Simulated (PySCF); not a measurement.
NICS in one family of compounds.

NICS = −σ at a ghost point: NICS(0) at the centroid of the ring atoms, NICS(1) 1 Å to either side along the normal of their mean plane, zz for the tensor component along that normal. Level: GIAO PBE0/pcSseg-1 (PySCF, non-relativistic, gas phase) on the GFN2-xTB geometries, one conformer each. Atom numbers follow the mapped SMILES.

**Question.** Order these rings by mean NICS(1)zz, lowest (most negative) first (ppm).
A. ring C1–C2–C3–C4–C10–C11 in `[cH:1]1[cH:2][cH:3][c:4](-[c:5]2[p:6][cH:7][cH:8][p-:9]2)[cH:10][cH:11]1` (charge -1)
B. ring C2–C3–P4–C5–P6 in `[SiH3:1][c:2]1[cH:3][p-:4][cH:5][p:6]1` (charge -1)
C. ring C5–C6–P7–C8–P9 in `[CH3:1][C:2]([CH3:3])([CH3:4])[c:5]1[cH:6][p-:7][cH:8][p:9]1` (charge -1)

**Answer.** B (-31.8), C (-27.9), A (-19.5).

```
               SMILES                                                 ring  NICS(0)  NICS(1)  NICS(1)zz  HOMA  rms pucker (Å)  ring atoms with four or more neighbours
     [SiH3]c1c[p-]cp1  5-membered ring with 2 P; formal bonds all aromatic    -12.0    -12.2      -31.8  0.81            0.00                                        0
   CC(C)(C)c1c[p-]cp1  5-membered ring with 2 P; formal bonds all aromatic    -10.8    -10.9      -27.9  0.79            0.00                                        0
c1ccc(-c2pcc[p-]2)cc1     6-membered carbocycle; formal bonds all aromatic     -5.2     -8.3      -19.5  0.97            0.00                                        0
```

NICS(0) gives the same order. The isotropic NICS(1) gives the same order. HOMA uses Krygowski's 1993 parameters. NICS(1) and NICS(1)zz are means over the two faces.
